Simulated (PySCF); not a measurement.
PySCF input for C₄H₉O, SMILES CCCC[O], multiplicity 2, TDA-PBE0/def2-SVPD. Geometry: TPSSh-D3(BJ)/def2-SVP. The isomer is the one that the SMILES or the coordinates give; other isomers of the formula were not compared. The values are those of a single conformer.

```python
import numpy as np
from pyscf import gto, scf, dft, tdscf

mol = gto.M(
    atom='''
    C     2.35188895   -0.11724300    0.02446277
    C     0.88590832   -0.46762694   -0.22631357
    C    -0.05385501    0.73426618   -0.11638546
    C    -1.53175599    0.34657216   -0.23934161
    O    -1.97484103   -0.57166952    0.66562270
    H     2.71463621    0.63227013   -0.69858612
    H     2.49191153    0.30147074    1.03473347
    H     2.99644369   -1.00597978   -0.06218931
    H     0.54888065   -1.23084841    0.49498713
    H     0.77777473   -0.92159940   -1.22845325
    H     0.09134711    1.23341272    0.85822179
    H     0.18129213    1.48576245   -0.89136875
    H    -2.20000840    1.23815172   -0.25326345
    H    -1.71666702   -0.13509442   -1.23359582
    ''',
    basis='def2-SVPD',
    charge=0,
    spin=1,
    max_memory=1600,
    verbose=4,
)
mf = dft.UKS(mol, xc='pbe0').density_fit(auxbasis='def2-universal-jkfit')
mf.grids.level = 3
mf.conv_tol = 1e-9
mf.max_cycle = 100
mf.kernel()
fine, coarse = mf.grids, dft.Grids(mol).set(level=1).build(with_non0tab=True)
for _ in range(3):  # follow internal instabilities
    mf.grids = coarse
    mo, _, stable, _ = mf.stability(return_status=True, nroots=4)
    mf.grids = fine
    if stable:
        break
    mf.kernel(mf.make_rdm1(mo, mf.mo_occ))
mf.grids = dft.Grids(mol).set(level=1).build(with_non0tab=True)  # coarser grid for the response kernel
td = tdscf.TDA(mf)
td.nstates = 10
td.conv_tol = 1e-4
td.positive_eig_threshold = 1e-6
td.kernel(x0=td.get_init_guess(mf, 15))
td.analyze()
```

Log of the run:

```
PySCF version 2.14.0

[INPUT] verbose = 4
[INPUT] num. atoms = 14
[INPUT] num. electrons = 41
[INPUT] charge = 0
[INPUT] spin (= nelec alpha-beta = 2S) = 1
[INPUT] symmetry False subgroup None
[INPUT] Mole.unit = angstrom
[INPUT] Symbol           X                Y                Z      unit          X                Y                Z       unit  Magmom
[INPUT]  1 C      2.351888950000  -0.117243000000   0.024462770000 AA    4.444425990891  -0.221557160022   0.046227935548 Bohr   0.0
[INPUT]  2 C      0.885908320000  -0.467626940000  -0.226313570000 AA    1.674124096274  -0.883686845068  -0.427670665573 Bohr   0.0
[INPUT]  3 C     -0.053855010000   0.734266180000  -0.116385460000 AA   -0.101771219336   1.387561982731  -0.219936644282 Bohr   0.0
[INPUT]  4 C     -1.531755990000   0.346572160000  -0.239341610000 AA   -2.894599310762   0.654926464799  -0.452290093112 Bohr   0.0
[INPUT]  5 O     -1.974841030000  -0.571669520000   0.665622700000 AA   -3.731908686254  -1.080298826562   1.257844605294 Bohr   0.0
[INPUT]  6 H      2.714636210000   0.632270130000  -0.698586120000 AA    5.129918964727   1.194817382443  -1.320136441223 Bohr   0.0
[INPUT]  7 H      2.491911530000   0.301470740000   1.034733470000 AA    4.709030318346   0.569697133170   1.955362870221 Bohr   0.0
[INPUT]  8 H      2.996443690000  -1.005979780000  -0.062189310000 AA    5.662457921781  -1.901026271050  -0.117520763776 Bohr   0.0
[INPUT]  9 H      0.548880650000  -1.230848410000   0.494987130000 AA    1.037234103573  -2.325966395756   0.935390110884 Bohr   0.0
[INPUT] 10 H      0.777774730000  -0.921599400000  -1.228453250000 AA    1.469781226308  -1.741570462563  -2.321440199332 Bohr   0.0
[INPUT] 11 H      0.091347110000   1.233412720000   0.858221790000 AA    0.172621020171   2.330812239355   1.621804137234 Bohr   0.0
[INPUT] 12 H      0.181292130000   1.485762450000  -0.891368750000 AA    0.342592474239   2.807684116663  -1.684442813496 Bohr   0.0
[INPUT] 13 H     -2.200008400000   1.238151720000  -0.253263450000 AA   -4.157413347743   2.339767651459  -0.478598557862 Bohr   0.0
[INPUT] 14 H     -1.716667020000  -0.135094420000  -1.233595820000 AA   -3.244030514873  -0.255291454757  -2.331158248208 Bohr   0.0

nuclear repulsion = 177.87990764693
number of shells = 77
number of NR pGTOs = 243
number of NR cGTOs = 175
basis = def2-SVPD
ecp = {}


[settings echo left out]
init E= -232.702698918646
  alpha nocc = 21  HOMO = -0.318045597514223  LUMO = 0.0012779345807874
  beta  nocc = 20  HOMO = -0.335359411608429  LUMO = -0.318045597514224

WARN: HOMO -0.318045597514223 >= LUMO -0.318045597514224

cycle= 1 E= -232.441460170491  delta_E= 0.261  |g|= 0.46  |ddm|= 3.05
  alpha nocc = 21  HOMO = -0.12289867772982  LUMO = 0.0189782202926208
  beta  nocc = 20  HOMO = -0.111665645380427  LUMO = -0.035544702170776
  HOMO = -0.11166564538  LUMO = -0.0355447021708  gap/eV = 2.07136
cycle= 2 E= -232.250870697938  delta_E= 0.191  |g|= 0.848  |ddm|= 1.44
  alpha nocc = 21  HOMO = -0.281174959645079  LUMO = 0.0282391365533932
  beta  nocc = 20  HOMO = -0.2673603619088  LUMO = -0.155148945832094
  HOMO = -0.267360361909  LUMO = -0.155148945832  gap/eV = 3.05343
cycle= 3 E= -232.561539518333  delta_E= -0.311  |g|= 0.0761  |ddm|=    1
  alpha nocc = 21  HOMO = -0.291978335523051  LUMO = 0.0266055614057046
  beta  nocc = 20  HOMO = -0.274931216413137  LUMO = -0.135552535685021
  HOMO = -0.274931216413  LUMO = -0.135552535685  gap/eV = 3.79269
cycle= 4 E= -232.564382875943  delta_E= -0.00284  |g|= 0.0592  |ddm|= 0.15
  alpha nocc = 21  HOMO = -0.296786018411412  LUMO = 0.0291825357130264
  beta  nocc = 20  HOMO = -0.27925557607417  LUMO = -0.132804334950372
  HOMO = -0.279255576074  LUMO = -0.13280433495  gap/eV = 3.98514
cycle= 5 E= -232.566232931419  delta_E= -0.00185  |g|= 0.0113  |ddm|= 0.0786
  alpha nocc = 21  HOMO = -0.29910159994081  LUMO = 0.0290081080444908
  beta  nocc = 20  HOMO = -0.280677948438991  LUMO = -0.130880573728328
  HOMO = -0.280677948439  LUMO = -0.130880573728  gap/eV = 4.07619
cycle= 6 E= -232.566367503035  delta_E= -0.000135  |g|= 0.00395  |ddm|= 0.0312
  alpha nocc = 21  HOMO = -0.299739927786222  LUMO = 0.0290321834534271
  beta  nocc = 20  HOMO = -0.281065530852356  LUMO = -0.130945145226484
  HOMO = -0.281065530852  LUMO = -0.130945145226  gap/eV = 4.08498
cycle= 7 E= -232.566380219027  delta_E= -1.27e-05  |g|= 0.00171  |ddm|= 0.00986
  alpha nocc = 21  HOMO = -0.299701337536825  LUMO = 0.0290606910355029
  beta  nocc = 20  HOMO = -0.280936438057966  LUMO = -0.130838950857694
  HOMO = -0.280936438058  LUMO = -0.130838950858  gap/eV = 4.08436
cycle= 8 E= -232.566383894792  delta_E= -3.68e-06  |g|= 0.000723  |ddm|= 0.00381
  alpha nocc = 21  HOMO = -0.299730531913684  LUMO = 0.0290704789713532
  beta  nocc = 20  HOMO = -0.280917671976078  LUMO = -0.130845434960064
  HOMO = -0.280917671976  LUMO = -0.13084543496  gap/eV = 4.08367
cycle= 9 E= -232.566386938101  delta_E= -3.04e-06  |g|= 0.0006  |ddm|= 0.00376
  alpha nocc = 21  HOMO = -0.299756971844574  LUMO = 0.029066626325291
  beta  nocc = 20  HOMO = -0.280931427978766  LUMO = -0.130861121889061
  HOMO = -0.280931427979  LUMO = -0.130861121889  gap/eV = 4.08362
cycle= 10 E= -232.566389916109  delta_E= -2.98e-06  |g|= 0.00056  |ddm|= 0.00385
  alpha nocc = 21  HOMO = -0.299708464876401  LUMO = 0.0290733923869269
  beta  nocc = 20  HOMO = -0.280892118670216  LUMO = -0.130807255842158
  HOMO = -0.28089211867  LUMO = -0.130807255842  gap/eV = 4.08402
cycle= 11 E= -232.566396651034  delta_E= -6.73e-06  |g|= 0.000494  |ddm|= 0.00972
  alpha nocc = 21  HOMO = -0.299731339205282  LUMO = 0.029079547740253
  beta  nocc = 20  HOMO = -0.281002909225121  LUMO = -0.130784755191717
  HOMO = -0.281002909225  LUMO = -0.130784755192  gap/eV = 4.08764
cycle= 12 E= -232.566406982596  delta_E= -1.03e-05  |g|= 0.000342  |ddm|= 0.02
  alpha nocc = 21  HOMO = -0.299609054761382  LUMO = 0.0290972892735493
  beta  nocc = 20  HOMO = -0.28105258464497  LUMO = -0.130627832132404
  HOMO = -0.281052584645  LUMO = -0.130627832132  gap/eV = 4.09327
cycle= 13 E= -232.566413240503  delta_E= -6.26e-06  |g|= 0.000196  |ddm|= 0.0248
  alpha nocc = 21  HOMO = -0.299642659856302  LUMO = 0.0290963609263484
  beta  nocc = 20  HOMO = -0.280982613300686  LUMO = -0.130712303262304
  HOMO = -0.280982613301  LUMO = -0.130712303262  gap/eV = 4.08906
cycle= 14 E= -232.56641343512  delta_E= -1.95e-07  |g|= 0.000114  |ddm|= 0.00186
  alpha nocc = 21  HOMO = -0.29966222375118  LUMO = 0.0291011883417487
  beta  nocc = 20  HOMO = -0.280888690255329  LUMO = -0.130797770890995
  HOMO = -0.280888690255  LUMO = -0.130797770891  gap/eV = 4.08418
cycle= 15 E= -232.566413698737  delta_E= -2.64e-07  |g|= 7.15e-05  |ddm|= 0.00437
  alpha nocc = 21  HOMO = -0.299660759892242  LUMO = 0.0290998864367182
  beta  nocc = 20  HOMO = -0.280889927708482  LUMO = -0.130793057026964
  HOMO = -0.280889927708  LUMO = -0.130793057027  gap/eV = 4.08434
cycle= 16 E= -232.566413746785  delta_E= -4.8e-08  |g|= 1.76e-05  |ddm|= 0.00263
  alpha nocc = 21  HOMO = -0.299661896105938  LUMO = 0.0291005332668339
  beta  nocc = 20  HOMO = -0.280886554819727  LUMO = -0.130795256255476
  HOMO = -0.28088655482  LUMO = -0.130795256255  gap/eV = 4.08419
cycle= 17 E= -232.566413747125  delta_E= -3.4e-10  |g|= 7.31e-06  |ddm|= 0.000103
  alpha nocc = 21  HOMO = -0.299661591688887  LUMO = 0.0291003514525454
  beta  nocc = 20  HOMO = -0.280884399793485  LUMO = -0.130795381756053
  HOMO = -0.280884399793  LUMO = -0.130795381756  gap/eV = 4.08413
Extra cycle  E= -232.566413747152  delta_E= -2.69e-11  |g|= 7.5e-06  |ddm|= 2.15e-05
converged SCF energy = -232.566413747152  <S^2> = 0.75441296  2S+1 = 2.0044081
tot grids = 48152
uhf_internal: lowest eigs of H = [0.01553466 0.29108506 0.33906286 0.35705798]
<class 'pyscf.df.df_jk.DFUKS'> wavefunction is stable in the internal stability analysis
tot grids = 48152
Overwritten attributes  positive_eig_threshold  of <class 'pyscf.tdscf.uks.TDA'>


******** <class 'pyscf.tdscf.uks.TDA'> for <class 'pyscf.df.df_jk.DFUKS'> ********
nstates = 10
deg_eia_thresh = 1.000e-03
wfnsym = None
conv_tol = 0.0001
eigh lindep = 1e-12
eigh level_shift = 0
eigh max_cycle = 100


Excitation energies (eV)
[0.48060377 4.15137432 4.67254392 4.92961269 5.15216348 5.91688667
 6.74605691 7.16244706 7.51476745 7.55692883]

** Excitation energies and oscillator strengths **
Excited State   1:      0.48060 eV   2579.76 nm  f=0.0001
      17b ->   21b      0.16700
      20b ->   21b     -0.97047
Excited State   2:      4.15137 eV    298.66 nm  f=0.0015
      11b ->   21b      0.11698
      13b ->   21b      0.13663
      14b ->   21b      0.39533
      15b ->   21b     -0.36101
      16b ->   21b      0.38983
      18b ->   21b     -0.27284
      19b ->   21b      0.66151
Excited State   3:      4.67254 eV    265.35 nm  f=0.0058
      14b ->   21b     -0.15770
      15b ->   21b      0.21735
      18b ->   21b      0.77480
      19b ->   21b      0.56006
Excited State   4:      4.92961 eV    251.51 nm  f=0.0022
      13b ->   21b      0.17488
      14b ->   21b      0.34222
      15b ->   21b     -0.26726
      16b ->   21b      0.29983
      17b ->   21b      0.51347
      18b ->   21b      0.44041
      19b ->   21b     -0.44389
      20b ->   21b      0.15001
Excited State   5:      5.15216 eV    240.64 nm  f=0.0074
      12b ->   21b      0.14968
      14b ->   21b      0.25005
      16b ->   21b      0.34957
      17b ->   21b     -0.78741
      18b ->   21b      0.29774
      19b ->   21b     -0.21596
      20b ->   21b     -0.13517
Excited State   6:      5.91689 eV    209.54 nm  f=0.0148
      13b ->   21b     -0.22483
      14b ->   21b     -0.17853
      15b ->   21b      0.55247
      16b ->   21b      0.72916
      17b ->   21b      0.16198
      18b ->   21b     -0.17541
Excited State   7:      6.74606 eV    183.79 nm  f=0.0079
      11b ->   21b      0.24678
      14b ->   21b      0.69010
      15b ->   21b      0.58695
      16b ->   21b     -0.30054
Excited State   8:      7.16245 eV    173.10 nm  f=0.0048
      21a ->   22a      0.18899
      20b ->   22b     -0.87799
      20b ->   23b     -0.39246
      20b ->   25b     -0.10995
Excited State   9:      7.51477 eV    164.99 nm  f=0.0007
      11b ->   21b     -0.14226
      12b ->   21b     -0.53068
      13b ->   21b      0.76192
      15b ->   21b      0.22812
      17b ->   21b     -0.19788
Excited State  10:      7.55693 eV    164.07 nm  f=0.0065
      21a ->   22a      0.46541
      21a ->   23a      0.17175
      12b ->   21b     -0.65407
      13b ->   21b     -0.47773
      14b ->   21b      0.13247
      15b ->   21b     -0.17170
      20b ->   22b      0.11253

** Transition electric dipole moments (AU) **
state          X           Y           Z        Dip. S.      Osc.
  1        -0.0650      0.0543      0.0231      0.0077      0.0001
  2         0.1019     -0.0538     -0.0412      0.0150      0.0015
  3        -0.0863     -0.1210      0.1684      0.0504      0.0058
  4        -0.0933     -0.0873      0.0432      0.0182      0.0022
  5        -0.2231     -0.0619      0.0711      0.0586      0.0074
  6        -0.1091     -0.1626      0.2524      0.1021      0.0148
  7        -0.0784     -0.1316      0.1553      0.0476      0.0079
  8        -0.0555     -0.1303      0.0866      0.0276      0.0048
  9         0.0467     -0.0221     -0.0321      0.0037      0.0007
 10         0.0182     -0.0833      0.1675      0.0353      0.0065

** Transition velocity dipole moments (imaginary part, AU) **
state          X           Y           Z        Dip. S.      Osc.
  1         0.0049     -0.0052     -0.0023      0.0001      0.0021
  2         0.0094      0.0029     -0.0031      0.0001      0.0005
  3        -0.0089      0.0068     -0.0121      0.0003      0.0011
  4        -0.0098      0.0045     -0.0033      0.0001      0.0005
  5        -0.0192      0.0017     -0.0048      0.0004      0.0014
  6        -0.0180      0.0012     -0.0120      0.0005      0.0014
  7        -0.0152      0.0021      0.0027      0.0002      0.0007
  8        -0.0098     -0.0247      0.0137      0.0009      0.0023
  9         0.0051      0.0078      0.0032      0.0001      0.0002
 10        -0.0064      0.0087     -0.0070      0.0002      0.0004

** Transition magnetic dipole moments (imaginary part, AU) **
state          X           Y           Z
  1        -0.3047     -0.5971      0.5717
  2        -0.6045      0.1151     -0.1976
  3         0.2898     -0.1050     -0.0650
  4        -0.4745     -0.0324     -0.0840
  5        -0.1335      0.0941     -0.0349
  6         0.2991     -0.1919     -0.0648
  7        -0.2362     -0.0210     -0.2294
  8         0.0228      0.1712     -0.0151
  9        -0.1058      0.0202     -0.0084
 10         0.0430     -0.2640      0.0742
```

The calculation finished and met its thresholds.
